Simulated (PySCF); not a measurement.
HF$_{3}$GeS, singlet, geometry from GFN2-xTB; PySCF with HF/6-31G, polarisability.

The PySCF input:
```python
from pyscf import gto, scf
from pyscf.prop import polarizability

mol = gto.Mole()
mol.atom = '''
    F    -0.96615143   -1.12822129   -1.06678008
    Ge   -0.22039491    0.03768807   -0.02870598
    F    -0.48251214    1.48943960   -0.93431491
    F    -1.32781785    0.16454588    1.27738002
    S     1.86102157   -0.35675588    0.51168818
    H     2.26462481   -0.22980165   -0.75498443
'''
mol.basis = '6-31g'
mol.verbose = 4
mol.build()

mf = scf.RHF(mol)
mf.kernel()
alpha = mf.Polarizability().polarizability()[2, 2]
print('alpha_zz =', alpha)
```

### Question
Write the output that PySCF gives for this input, abridged.

### Answer

```
site-packages/pyscf/prop/efg/rhf.py:45: UserWarning: Module EFG is under testing
  warnings.warn('Module EFG is under testing')
site-packages/pyscf/prop/efg/dhf.py:30: UserWarning: Module EFG is under testing
  warnings.warn('Module EFG is under testing')
site-packages/pyscf/prop/zfs/uhf.py:40: UserWarning: Module ZFS is under testing
  warnings.warn('Module ZFS is under testing')
site-packages/pyscf/prop/gtensor/uhf.py:43: UserWarning: Module g-tensor is under testing
  warnings.warn('Module g-tensor is under testing')
site-packages/pyscf/prop/gtensor/uks.py:41: UserWarning: Module g-tensor is under testing
  warnings.warn('Module g-tensor is under testing')
site-packages/pyscf/prop/hfc/uks.py:35: UserWarning: Module HFC is under testing
  warnings.warn('Module HFC is under testing')
site-packages/pyscf/prop/magnetizability/rhf.py:39: UserWarning: Module magnetizability is under testing
  warnings.warn('Module magnetizability is under testing')
site-packages/pyscf/prop/magnetizability/uhf.py:37: UserWarning: Module magnetizability is under testing
  warnings.warn('Module magnetizability is under testing')
site-packages/pyscf/prop/magnetizability/rks.py:37: UserWarning: Module magnetizability is under testing
  warnings.warn('Module magnetizability is under testing')
site-packages/pyscf/prop/magnetizability/uks.py:39: UserWarning: Module magnetizability is under testing
  warnings.warn('Module magnetizability is under testing')
site-packages/pyscf/prop/polarizability/uhf.py:34: UserWarning: Module polarizability is under testing
  warnings.warn('Module polarizability is under testing')
site-packages/pyscf/prop/polarizability/rks.py:29: UserWarning: Module polarizability is under testing
  warnings.warn('Module polarizability is under testing')
site-packages/pyscf/prop/polarizability/uks.py:29: UserWarning: Module polarizability is under testing
  warnings.warn('Module polarizability is under testing')
PySCF version 2.14.0

[INPUT] verbose = 4
[INPUT] num. atoms = 6
[INPUT] num. electrons = 76
[INPUT] charge = 0
[INPUT] spin (= nelec alpha-beta = 2S) = 0
[INPUT] symmetry False subgroup None
[INPUT] Mole.unit = angstrom
[INPUT] Symbol           X                Y                Z      unit          X                Y                Z       unit  Magmom
[INPUT]  1 F     -0.966151430000  -1.128221290000  -1.066780080000 AA   -1.825761597557  -2.132029246003  -2.015922186342 Bohr   0.0
[INPUT]  2 Ge    -0.220394910000   0.037688070000  -0.028705980000 AA   -0.416486019148   0.071220130463  -0.054246440337 Bohr   0.0
[INPUT]  3 F     -0.482512140000   1.489439600000  -0.934314910000 AA   -0.911815796378   2.814632923082  -1.765599293998 Bohr   0.0
[INPUT]  4 F     -1.327817850000   0.164545880000   1.277380020000 AA   -2.509212079809   0.310946648126   2.413898394791 Bohr   0.0
[INPUT]  5 S      1.861021570000  -0.356755880000   0.511688180000 AA    3.516821079208  -0.674170906528   0.966950521377 Bohr   0.0
[INPUT]  6 H      2.264624810000  -0.229801650000  -0.754984430000 AA    4.279520665795  -0.434262181473  -1.426713801011 Bohr   0.0

nuclear repulsion = 522.266255242593
number of shells = 35
number of NR pGTOs = 206
number of NR cGTOs = 69
basis = 6-31g
ecp = {}

******** <class 'pyscf.scf.hf.RHF'> ********
method = RHF
initial guess = minao
damping factor = 0
level_shift factor = 0
DIIS = <class 'pyscf.scf.diis.CDIIS'>
diis_start_cycle = 1
diis_space = 8
diis_damp = 0
SCF conv_tol = 1e-09
SCF conv_tol_grad = None
SCF max_cycles = 50
direct_scf = True
direct_scf_tol = 1e-13
Set gradient conv threshold to 3.16228e-05
Initial guess from minao.
init E= -2770.95554597546
  HOMO = -0.336696487003872  LUMO = -0.0307674066950434  gap/eV = 8.32475
cycle= 1 E= -2771.33031485962  delta_E= -0.375  |g|= 0.763  |ddm|= 2.51
  HOMO = -0.490017586552194  LUMO = 0.0141289209711037  gap/eV = 13.71853
cycle= 2 E= -2771.4211460986  delta_E= -0.0908  |g|= 0.507  |ddm|= 1.12
  HOMO = -0.472459329937421  LUMO = 0.0286388777868254  gap/eV = 13.63558
cycle= 3 E= -2771.45925883343  delta_E= -0.0381  |g|= 0.0363  |ddm|= 0.313
  HOMO = -0.469350304796486  LUMO = 0.0423230708874374  gap/eV = 13.92334
cycle= 4 E= -2771.45999401628  delta_E= -0.000735  |g|= 0.0123  |ddm|= 0.0755
  HOMO = -0.466918541012518  LUMO = 0.0442283497242659  gap/eV = 13.90902
cycle= 5 E= -2771.46007366719  delta_E= -7.97e-05  |g|= 0.00427  |ddm|= 0.025
  HOMO = -0.46739140007206  LUMO = 0.0439592148163301  gap/eV = 13.91456
cycle= 6 E= -2771.46008138708  delta_E= -7.72e-06  |g|= 0.00099  |ddm|= 0.00749
  HOMO = -0.467448276911838  LUMO = 0.0440509846743029  gap/eV = 13.91860
cycle= 7 E= -2771.46008193902  delta_E= -5.52e-07  |g|= 0.000298  |ddm|= 0.00232
  HOMO = -0.467307864633038  LUMO = 0.0440877873173728  gap/eV = 13.91578
cycle= 8 E= -2771.46008198123  delta_E= -4.22e-08  |g|= 7.51e-05  |ddm|= 0.000577
  HOMO = -0.467300954346994  LUMO = 0.0440793452475727  gap/eV = 13.91537
cycle= 9 E= -2771.46008198673  delta_E= -5.5e-09  |g|= 1.98e-05  |ddm|= 0.00026
  HOMO = -0.467298537695329  LUMO = 0.0440788941885248  gap/eV = 13.91529
cycle= 10 E= -2771.46008198702  delta_E= -2.89e-10  |g|= 9.38e-06  |ddm|= 5.92e-05
  HOMO = -0.467297345653629  LUMO = 0.0440788593642103  gap/eV = 13.91526
Extra cycle  E= -2771.46008198705  delta_E= -2.36e-11  |g|= 5.97e-06  |ddm|= 1.29e-05
converged SCF energy = -2771.46008198705
Isotropic polarizability 31.5355676017
Polarizability anisotropy 16.3172920622
alpha_zz = 29.72279190968159
```
